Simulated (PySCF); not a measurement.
**Correlation energy of Cr⁺ (chromium, charge +1)**

[Ar] 3d4 4p1, one real determinant (an excited configuration). Calculation: PySCF 2.14, in def2-QZVPPD (11s6p5d3f2g, 93 functions); the non-relativistic Hamiltonian (point nucleus). Frozen: [Ar]; 5 electrons correlated.

| level | correlation energy (mhartree) |
| --- | --- |
| CCSD | -58.50 |
| (T) | -0.89 |
| CCSD(T) | -59.39 |

Diagnostics: T1 = 0.0096, D1 = 0.0242, largest double amplitude 0.035.

Problem. Is a single reference adequate?

Solution. Yes: T1 lies below 0.03 and no double amplitude reaches 0.07.

The reference is one real determinant that mixes LS terms of this configuration.
